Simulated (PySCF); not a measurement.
## Energy of Re⁺ (rhenium, charge +1) between two integer charges

The 6s alpha orbital of [Xe] 4f14 5d5 6s1 is emptied in steps (occupation f), with all orbitals relaxed, ending at [Xe] 4f14 5d5. Computed with PySCF 2.14 in def2-TZVPPD with the def2 core potential (60 electrons), with a scalar-relativistic core potential. The exact energy is a straight line in f; departures are measured from the line between the end points of the same method.

| f | PBE0 (eV) | r2SCAN (eV) | LC-wPBE (eV) |
| --- | --- | --- | --- |
| 1 | 0.000 | 0.000 | 0.000 |
| 0.9 | -0.234 | -0.298 | -0.010 |
| 0.7 | -0.547 | -0.693 | -0.024 |
| 0.5 | -0.652 | -0.825 | -0.028 |
| 0.3 | -0.549 | -0.693 | -0.024 |
| 0.1 | -0.236 | -0.298 | -0.010 |
| 0 | 0.000 | 0.000 | 0.000 |

```tsv
method	E(f=0) − E(f=1) (eV)	−ε at f=1 (eV)	−ε at f=0.5 (eV)
PBE0	16.776	14.182	16.768
r2SCAN	17.096	13.786	17.095
LC-wPBE	16.459	16.346	16.458
```

Orbital energy along the path (eV):

```json
{"f": "1", "PBE0": "-14.182", "r2SCAN": "-13.786", "LC-wPBE": "-16.346"}
{"f": "0.9", "PBE0": "-14.695", "r2SCAN": "-14.455", "LC-wPBE": "-16.368"}
{"f": "0.7", "PBE0": "-15.728", "r2SCAN": "-15.780", "LC-wPBE": "-16.413"}
{"f": "0.5", "PBE0": "-16.768", "r2SCAN": "-17.095", "LC-wPBE": "-16.458"}
{"f": "0.3", "PBE0": "-17.816", "r2SCAN": "-18.411", "LC-wPBE": "-16.503"}
{"f": "0.1", "PBE0": "-18.871", "r2SCAN": "-19.738", "LC-wPBE": "-16.550"}
{"f": "0", "PBE0": "-19.401", "r2SCAN": "-20.406", "LC-wPBE": "-16.577"}
```

Reference removal energy between the ground levels: 16.6 ± 0.5 eV (semi-empirical (NIST evaluation); NIST Atomic Spectra Database, ionization energies).
